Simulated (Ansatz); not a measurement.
Input for Ansatz (a first-principles code): R-BLYP/def2-TZVPP on CH6GeO (SMILES C[O][GeH3]), a point of a torsion scan.

Ansatz 0.2 input:
```yaml
crystal:
  periodic: [false, false, false]
  atoms:
    - {symbol: C, position_ang: [1.34997557, -0.06887970, 0.13767168]}
    - {symbol: O, position_ang: [0.57400814, -0.09724050, -1.03926079]}
    - {symbol: Ge, position_ang: [-0.83305071, -1.09912254, -1.31438037]}
    - {symbol: H, position_ang: [1.78513277, -1.04750198, 0.35705684]}
    - {symbol: H, position_ang: [2.15571360, 0.64850341, -0.02545418]}
    - {symbol: H, position_ang: [0.75984452, 0.25057849, 1.00070274]}
    - {symbol: H, position_ang: [-0.46323541, -2.55356889, -1.19874713]}
    - {symbol: H, position_ang: [-1.17944127, -0.68264287, -2.69748163]}
    - {symbol: H, position_ang: [-1.90336020, -0.77936462, -0.30545117]}
basis:
  gaussian:
    orbitals: def2-TZVPP
hamiltonian:
  xc: {name: BLYP}
scf: {lower_state_search: off}
```

Program output:

```
WARN ansatz: RAYON_NUM_THREADS=1 ignored (pool sized by the plan → 1); use --threads N
Functional definition: BLYP
these checks for a lower state are left out or cut short: stability, starts, cluster_reference, orbital_swaps, neighbouring_geometries, increment
integrals: 0.10 GiB planned
1043 factors; their error is unknown
mean field: 0.73 GiB planned
mean field evaluation 1: about -59692.2084 eV, gradient 7.2e1 eV
mean field evaluation 2: about -59633.3223 eV, gradient 1.8e2 eV
mean field evaluation 4: about -59701.1095 eV, gradient 1.7e1 eV
mean field evaluation 8: about -59701.5757 eV, gradient 1.8e-1 eV
mean field evaluation 16: about -59701.5523 eV, gradient 1.3e-4 eV
mean field -59701.55225561 eV, -2193.9915782282 hartree, gradient 8.5e-6 eV, S^2 0.000000; 0 other end points of the search recorded, 0 dependent functions left out
reference -59701.55261277 eV, -2193.9915913537 hartree; 26, 26 occupied and 168, 168 virtual orbitals, 1043 factors
Total energy: -59701.55261277 eV, -2193.9915913537 hartree
Checks for a lower state left out: stability, starts, cluster_reference, orbital_swaps, neighbouring_geometries, increment
```

Self-consistency was reached.

Cost: around 3 core-seconds (rough).
